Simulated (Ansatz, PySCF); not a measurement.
In(Br)(Me)(NH2) (CH5BrInN), SMILES [CH3][In]([NH2])[Br]. Atoms are numbered in the order given.

```xyz
9

In     0.5820     0.4632     0.0210
Br    -1.1200    -1.3277    -0.5301
C      0.5160     2.3215    -1.0782
H      0.6251     2.0996    -2.1487
H      1.3188     2.9950    -0.7493
H     -0.4620     2.7921    -0.9054
N      1.6763    -0.1070     1.6343
H      2.5976     0.2934     1.7950
H      1.6758    -1.0944     1.8804
```

Coordinates come from a B3LYP-D3(BJ)/def2-SVP optimisation. The structure was generated by enumeration; whether it is a known compound was not checked. The def2 effective core potentials stand for the cores of In; spin–orbit coupling is left out. One conformer was computed; it need not be the lowest.

Two levels are set side by side: PBE-D3(BJ)/def2-SVP (Ansatz, a first-principles code) and B3LYP-D3(BJ)/def2-SVP (Ansatz). Each level has its own optimised geometry; the coordinates shown are those of the second. Frequencies come from the Hessian of PySCF at each geometry. Differences are taken from unrounded values.

```json
[
 {"quantity": "mean bond length (Å)", "B3LYP-D3(BJ)": "1.507"},
 {"quantity": "bond In1–Br2 (Å)", "B3LYP-D3(BJ)": "2.531"},
 {"quantity": "bond In1–C3 (Å)", "B3LYP-D3(BJ)": "2.160"},
 {"quantity": "bond In1–N7 (Å)", "B3LYP-D3(BJ)": "2.031"},
 {"quantity": "bond C3–H4 (Å)", "B3LYP-D3(BJ)": "1.099"},
 {"quantity": "bond C3–H5 (Å)", "B3LYP-D3(BJ)": "1.098"},
 {"quantity": "bond C3–H6 (Å)", "B3LYP-D3(BJ)": "1.099"},
 {"quantity": "bond N7–H8 (Å)", "B3LYP-D3(BJ)": "1.017"},
 {"quantity": "bond N7–H9 (Å)", "B3LYP-D3(BJ)": "1.018"},
 {"quantity": "highest harmonic wavenumber (cm⁻¹)", "B3LYP-D3(BJ)": "3643"},
 {"quantity": "mean harmonic wavenumber (cm⁻¹)", "B3LYP-D3(BJ)": "1268"},
 {"quantity": "zero-point energy (kcal/mol)", "B3LYP-D3(BJ)": "38.05"}
]
```

**Question.** What does PBE-D3(BJ) give, and how far is it from B3LYP-D3(BJ)? (Estimate from the structure and the level; the computed values follow.)

**Answer.** 
| quantity | PBE-D3(BJ) | PBE-D3(BJ) minus B3LYP-D3(BJ) |
|---|---|---|
| mean bond length (Å) | 1.514 | 0.007 |
| bond In1–Br2 (Å) | 2.534 | 0.002 |
| bond In1–C3 (Å) | 2.161 | 0.001 |
| bond In1–N7 (Å) | 2.048 | 0.017 |
| bond C3–H4 (Å) | 1.106 | 0.007 |
| bond C3–H5 (Å) | 1.106 | 0.007 |
| bond C3–H6 (Å) | 1.106 | 0.007 |
| bond N7–H8 (Å) | 1.026 | 0.009 |
| bond N7–H9 (Å) | 1.027 | 0.009 |
| highest harmonic wavenumber (cm⁻¹) | 3552 | -91 |
| mean harmonic wavenumber (cm⁻¹) | 1240 | -28 |
| zero-point energy (kcal/mol) | 37.23 | -0.83 |

Exact exchange shortens and stiffens bonds; PBE has none. Differences between two approximate levels are no errors against the true value.
